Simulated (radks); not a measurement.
Effect of the nuclear size on neutral vanadium, [Ar] 3d3 4s2. All-electron calculation, Dirac Kohn-Sham, relativistic LDA (MacDonald-Vosko exchange, VWN5 correlation), spin-unpolarised, spherical densities, finite nucleus; open shells fill j = l - 1/2 first; Fermi nuclear charge, rms radius 3.6002 fm. Program: a radial shooting solver on a logarithmic mesh with Libxc functionals. The rms radius is varied about that value; shifts are against it.

rms radius (fm)  total energy shift (eV)  density at nucleus (e/bohr^3)  1s1/2 shift (meV)  2s1/2 shift (meV)  3s1/2 shift (meV)
2.999                            -0.0181                           9853              -7.64             -0.649             -0.087
3.3842                          -0.00687                           9813              -2.90             -0.246             -0.033
3.6002                                 0                           9793              0.000              0.000              0.000
3.7226                           0.00408                           9782               1.72              0.146              0.019
4.1402                            0.0190                           9747               8.01              0.680              0.091

Slopes of the eigenvalues against <r^2> in GHz/fm^2, as finite differences over the two radii next to the reference (eigenvalue slopes, not the field-shift constants of lines): 1s1/2 465, 2s1/2 39.5, 3s1/2 5.26.
